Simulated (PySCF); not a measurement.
# Structure elucidation problem

The spectra below were simulated for a compound C$_{7}$H$_{14}$O.

¹H NMR (300 MHz, computed): δ 3.30 (s, 3H), 2.58 (m, 1H), 1.93 (m, 2H), 1.61 (m, 2H), 1.44 (m, 1H), 1.08 (m, 2H), 1.00 (m, 1H), 0.89 (m, 2H).

¹³C{¹H} NMR (computed): δ 80.1 (CH), 55.8 (CH3), 33.5 (CH2, 2C), 28.0 (CH2), 26.8 (CH2, 2C).

PySCF 2.14.0 with density-fitted response routines calculation with coordinates at the PBE0-D3(BJ)/def2-SVP level and PBE0/pcSseg-1 with gauge-including orbitals; relativity neglected, single conformer, no solvent model, averaged over atoms made equivalent by symmetry, fast rotation or ring inversion.

Scale: ¹H (σ = 31.27 ppm) and ¹³C (σ = 184.41 ppm) against TMS (reference shieldings calculated alike).

Deduce the structure.

Answers


1. Rings plus π bonds: 1 (1 ring in the answer).
2. 5 carbon signals for 7 carbons: some carbons are equivalent by symmetry or fast rotation.
3. Carbon types of the structure: 1 × CH, 5 × CH2, 1 × CH3, which accounts for all hydrogens.
4. δC 80.1: sp3 CH bonded to O; deshielded by the electronegative neighbour.
5. δC 55.8: methyl carbon bonded to O; deshielded by the electronegative neighbour.
6. δC 33.5, 28.0, 26.8: sp3 CH2 in a ring; saturated and bonded to C and H only.
7. δH 3.30: hydrogen on a methyl carbon bonded to O; its carbon carries O, an electronegative neighbour.
8. δH 2.58: hydrogen on an sp3 CH bonded to O; its carbon carries O, an electronegative neighbour.
9. δH 1.93, 1.61, 1.44, 1.08, 1.00, 0.89: hydrogen on an sp3 CH2 in a ring.

These data were computed for `C1CCCC(OC)C1`.

The shifts were computed for this structure.

Shifts are as computed. Against solution values, carbons near 30 ppm lie about +2 ppm off and those near 130 ppm about +5 ppm. Of 1211 compounds with measured shifts, 218 miss one by over three times the rms of a fit or turn the order of signals round; such compounds aren't used in these exercises. No couplings were computed; multiplicities are counted from neighbouring protons, with m where these are inequivalent, close in shift, in a saturated or five-membered ring or joined by F or P, and br s for small geminal =CH2 splittings.
